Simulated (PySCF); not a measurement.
Isomers C2H12OSi3:

A. SMILES C[SiH](C)O[SiH2][SiH3]
B. SMILES CCO[SiH]([SiH3])[SiH3]
C. `C(CO)([SiH3])([SiH3])[SiH3]`
D. SMILES [SiH3]OCC([SiH3])[SiH3]

Spectrum 1. 13C{1H} NMR (computed): δ 68.2 (CH2), 9.1 (CH).

Spectrum 2. 13C{1H} NMR (computed): δ 71.2 (CH2), 0.2 (C).

Spectrum 3. 13C{1H} NMR (computed): δ 65.5 (CH2), 20.9 (CH3).

Spectrum 4. 13C{1H} NMR (computed): δ 1.5 (CH3).

PySCF 2.14.0 with density-fitted response routines calculation with PBE0/pcSseg-1 with gauge-including orbitals and structure optimised with GFN2-xTB; one computed conformer, no relativistic terms, in vacuum, fast rotation and ring inversion assumed for equivalent nuclei.

References, each an isolated molecule treated in the same way: 13C against TMS. Shifts are as computed. Against solution values, carbons near 30 ppm lie about +3 ppm off and those near 130 ppm about +5 ppm. Of 1309 compounds with measured shifts, 239 miss one by over three times the rms of a fit or turn the order of signals round; such compounds aren't used in these exercises.

Question: Match each spectrum to its structure.

Answer: 1–D, 2–C, 3–B, 4–A.

- Spectrum 1 (D): 2 13C signals; δC 68.2 is an sp3 CH2 bonded to O; δC 9.1 is an sp3 CH bonded to 2 Si.
- Spectrum 2 (C): 2 13C signals; δC 71.2 is an sp3 CH2 bonded to O; δC 0.2 is a fully substituted sp3 carbon bonded to 3 Si.
- Spectrum 3 (B): 2 13C signals; δC 65.5 is an sp3 CH2 bonded to O; δC 20.9 is a methyl carbon.
- Spectrum 4 (A): a single 13C signal, at 1.5 ppm (methyl carbon bonded to Si).
